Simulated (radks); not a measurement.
The numbers below are computed, except where a source is named.
Excited configurations of Ba: one electron is placed in a higher orbital outside [Xe] 6s1. The ground configuration is [Xe] 6s2. Code: a radial shooting solver on a logarithmic mesh with Libxc functionals. Model: scalar-relativistic Kohn-Sham, r2SCAN, spin-unpolarised, spherical densities, finite nucleus; meta-GGA in the generalised Kohn-Sham scheme; Fermi nuclear charge, rms radius 4.8378 fm. Excitation = E - E(ground); binding = E(ion) - E, where the ion is the core of charge +1; n* = 1/sqrt(2 binding) in atomic units, and the quantum defect is n - n*.

outer orbital  excitation (eV)  binding (eV)     n*  quantum defect  eigenvalue (eV)  <r> (bohr)
4f                       4.324         1.003  3.683           0.317           -0.324       15.40
5d                       1.506         3.821  1.887           3.113           -1.215       3.954
5f                       4.483         0.844  4.015           0.985           -0.382       18.19
6p                       2.060         3.267  2.041           3.959           -1.732       6.219
6d                       3.977         1.350  3.174           2.826           -0.649       12.10
6f                       4.754         0.572  4.875           1.125           -0.324       31.04
7s                       3.451         1.876  2.693           4.307           -1.152       11.32
7p                       3.918         1.409  3.107           3.893           -0.840       14.28
7d                       4.520         0.807  4.105           2.895           -0.464       23.07

The Delta-SCF ionisation energy is 5.327 eV (NIST Atomic Spectra Database: 5.212 eV, measured). Self-interaction in the functional shifts the binding energies and quantum defects, so they are the method's values and not measured ones. Spin polarisation and multiplet splitting are left out, so open shells lie too high by an amount that depends on their filling.

Beside tabulated values, note that spin-unpolarised runs miss the spin-polarisation part of the exchange energy of open shells.
